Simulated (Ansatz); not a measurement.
Cost and result for the atomization energy of `CS[SiH2]S` (10 atoms, 9 bonds).

```json
{"atom": "C1", "x (Å)": "-0.7678", "y (Å)": "1.3280", "z (Å)": "-0.7832"}
{"atom": "S2", "x (Å)": "-1.4027", "y (Å)": "-0.2863", "z (Å)": "-0.2477"}
{"atom": "Si3", "x (Å)": "0.4237", "y (Å)": "-1.2942", "z (Å)": "0.1198"}
{"atom": "S4", "x (Å)": "1.6617", "y (Å)": "-0.3278", "z (Å)": "1.5702"}
{"atom": "H5", "x (Å)": "-0.0998", "y (Å)": "1.7466", "z (Å)": "-0.0309"}
{"atom": "H6", "x (Å)": "-1.6310", "y (Å)": "1.9820", "z (Å)": "-0.9011"}
{"atom": "H7", "x (Å)": "-0.2496", "y (Å)": "1.2449", "z (Å)": "-1.7382"}
{"atom": "H8", "x (Å)": "1.2950", "y (Å)": "-1.3340", "z (Å)": "-1.0818"}
{"atom": "H9", "x (Å)": "0.0238", "y (Å)": "-2.6581", "z (Å)": "0.5407"}
{"atom": "H10", "x (Å)": "0.7468", "y (Å)": "-0.4011", "z (Å)": "2.5523"}
```

Charge 0, multiplicity 1. The geometry is a stationary point of PBE0-D4/def2-TZVP. It is one conformer, not always the lowest. Program: Ansatz. All runs use 2 threads of an AMD EPYC 7B13 on a shared host. Times are those of one run each, without the atoms' runs, and a repeat can differ threefold. Electronic energies, without spin–orbit coupling; frozen cores. CCSD(T)/CBS adds CCSD(T) − MP2 in def2-TZVPP to the MP2 limit, and its time is that of the two runs behind it. T1 = 0.011. B3LYP takes the VWN-RPA correlation (the form of Gaussian; ORCA's B3LYP/G). HSE06 is the plane-wave form, built on full-range PBE exchange.

CCSD(T)/CBS is a level of theory with its own doubt, some kJ/mol a heavy atom from the limit and from the frozen cores, so smaller differences don't rank the functionals.

```csv
level,functions,wall time,atomization (kJ/mol),difference from CCSD(T)/CBS,per bond
BLYP-D4/def2-TZVPP,241,2.7 s,3243.0,-39.1,-4.3
PBE-D4/def2-TZVPP (with forces),241,3.5 s,3306.2,24.1,2.7
CCSD(T)/def2-SVP,98,3.7 s,3040.6,-241.5,-26.8
HSE06-D4/def2-TZVPP,241,4.8 s,3277.3,-4.8,-0.5
CAM-B3LYP-D4/def2-TZVPP,241,5 s,3268.0,-14.1,-1.6
B3LYP-D4/def2-TZVPP (with forces),241,6.5 s,3267.1,-15.0,-1.7
r2SCANh-D4/def2-TZVPP,241,7 s,3276.0,-6.1,-0.7
PBE-QIDH/def2-TZVPP,241,7.5 s,3253.5,-28.6,-3.2
B97M-V/def2-TZVPP,241,11 s,3309.6,27.5,3.1
ωB97M-V/def2-TZVPP (with forces),241,14 s,3298.3,16.2,1.8
MP2/def2-QZVPP,447,25 s,3261.8,-20.3,-2.3
CCSD(T)/def2-TZVPP,241,4.8 min,3185.9,-96.2,-10.7
CCSD(T)/CBS(def2),–,5.2 min,3282.1,0.0,0.0
```

The D4 term adds +41.6 kJ/mol with B3LYP and +21.8 kJ/mol with PBE0; it sums over pairs of atoms, weighted by their polarisabilities, and B3LYP, whose exchange is more repulsive, gets the larger term. At CCSD(T), def2-SVP lies −241.5 kJ/mol from the extrapolated value and def2-TZVPP −96.2 kJ/mol: correlation converges slowly with the basis, and small sets miss more of it in the bonded molecule than in its fragments. In def2-TZVPP, CCSD(T) changes the Hartree–Fock value by +776.2 kJ/mol (the triples alone add +46.3 kJ/mol) and MP2 by +795.7 kJ/mol; breaking electron pairs costs correlation energy, which Hartree–Fock lacks.
